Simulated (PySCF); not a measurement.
## Orbital levels and atomic charges

System: Ga8As8H26 (III V hydride cut).

Cartesian coordinates (Å):
```
  1 As    1.0634    0.6247   -3.6052
  2 As    3.0621   -0.5292   -0.3415
  3 Ga    3.0621   -0.5292   -2.7893
  4 As   -2.9338    0.6247   -3.6052
  5 As   -0.9352   -0.5292   -0.3415
  6 Ga   -0.9352   -0.5292   -2.7893
  7 As   -4.9325   -0.5292   -0.3415
  8 Ga   -4.9325   -0.5292   -2.7893
  9 As    5.0607    0.6247    2.9223
 10 Ga    5.0607    0.6247    0.4745
 11 As    1.0634    0.6247    2.9223
 12 Ga    1.0634    0.6247    0.4745
 13 Ga    3.0621   -0.5292    3.7382
 14 As   -2.9338    0.6247    2.9223
 15 Ga   -2.9338    0.6247    0.4745
 16 Ga   -0.9352   -0.5292    3.7382
 17 H     0.9764    0.2669   -5.0555
 18 H     0.6628    2.0548   -3.8771
 19 H     2.8463   -1.9560    0.0910
 20 H     4.3230    0.1239   -3.4426
 21 H     2.5629   -1.9147   -3.3855
 22 H    -2.9602    0.1784   -5.0321
 23 H    -2.8996    2.0774   -3.9852
 24 H    -1.0629   -1.9686    0.0877
 25 H    -1.1345   -1.9992   -3.3429
 26 H    -6.1840   -0.1257    0.3775
 27 H    -4.9601   -1.9120    0.2307
 28 H    -6.2621    0.1080   -3.3162
 29 H    -4.5866   -2.0028   -3.2136
 30 H     6.2632   -0.0615    3.4786
 31 H     5.4074    1.9244    3.5812
 32 H     6.3655   -0.0300   -0.0839
 33 H     4.7527    2.0971    0.0043
 34 H     0.9711    2.0548    3.3967
 35 H     0.8405    2.0477   -0.2386
 36 H     3.0232   -0.6894    5.2909
 37 H     3.0648   -1.8802    2.9196
 38 H    -4.0170   -0.3938    3.1245
 39 H    -3.8010    1.7351    3.4559
 40 H    -2.9580    2.0447   -0.2608
 41 H    -1.0523   -0.7190    5.2831
 42 H    -1.2076   -1.8247    2.8484
```

Method: PBE/def2-SVP, gas phase, PySCF, fitting set def2-universal-JFIT, grid level 1.

Spin-orbit coupling is left out, which matters for the heavier atoms here.

Q: Give the orbital energies near the gap.

A: 
```
orbital     eV
 HOMO-4  -6.53
 HOMO-3  -6.39
 HOMO-2  -6.24
 HOMO-1  -6.05
   HOMO  -5.84
   LUMO  -2.19
 LUMO+1  -1.97
 LUMO+2  -1.74
 LUMO+3  -1.60
```

Q: Give the partial charges of the non-hydrogen atoms.

A: 
```csv
atom,Mulliken,IAO,Hirshfeld
As1,0.06,0.17,0.12
As2,-0.07,0.04,0.01
Ga3,0.06,0.05,0.15
As4,0.04,0.16,0.12
As5,-0.10,0.04,0.00
Ga6,0.08,0.04,0.14
As7,0.05,0.17,0.12
Ga8,0.04,0.04,0.14
As9,0.06,0.17,0.12
Ga10,0.04,0.02,0.13
As11,-0.08,0.03,0.00
Ga12,0.07,0.01,0.12
Ga13,0.00,0.01,0.12
As14,0.08,0.17,0.11
Ga15,0.04,0.00,0.12
Ga16,0.04,0.04,0.14
```
